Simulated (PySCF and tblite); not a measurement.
Values are calculated unless marked as measured or tabulated.
2 E/Z isomers of C₈H₁₆O, numbered alike:

```
isomer                                                             SMILES  descriptors
     A  [CH3:1][O:2]/[C:3]([CH3:4])=[C:5](/[CH3:6])[CH:7]([CH3:8])[CH3:9]        3=5 Z
     B  [CH3:1][O:2]/[C:3]([CH3:4])=[C:5](\[CH3:6])[CH:7]([CH3:8])[CH3:9]        3=5 E
```

Each isomer is a Boltzmann average at 298.15 K over at most 6 conformers: GFN2-xTB geometries, energies PBE0/6-31G* (D3(BJ) added where defined), GIAO shieldings PBE0/6-31G*, GFN2-xTB thermal terms. Programs: PySCF with density fitting and tblite.

Problem. What shifts does each isomer give (ppm)?

Solution. 
A: ¹H (against TMS): 3.62 (H1, 3H), 3.46 (H7, 1H), 1.70 (H4, 3H), 1.50 (H6, 3H), 1.04 (H8/H9, 6H). ¹³C (against TMS): 140.7 (C3), 121.1 (C5), 54.7 (C1), 29.9 (C7), 21.6 (C8/C9), 16.4 (C4), 14.6 (C6).

B: ¹H (against TMS): 3.57 (H1, 3H), 2.61 (H7, 1H), 1.81 (H4, 3H), 1.68 (H6, 3H), 1.10 (H8/H9, 6H). ¹³C (against TMS): 140.5 (C3), 121.6 (C5), 54.4 (C1), 31.1 (C7), 21.1 (C8/C9), 16.0 (C4), 11.6 (C6).

Problem. Which carbons tell the isomers apart best?

Solution. C6: 14.6 in A, 11.6 in B ppm.

Shifts are unscaled: against experiment ¹³C can be off by 15 ppm or more and ¹H by 0.8 ppm.
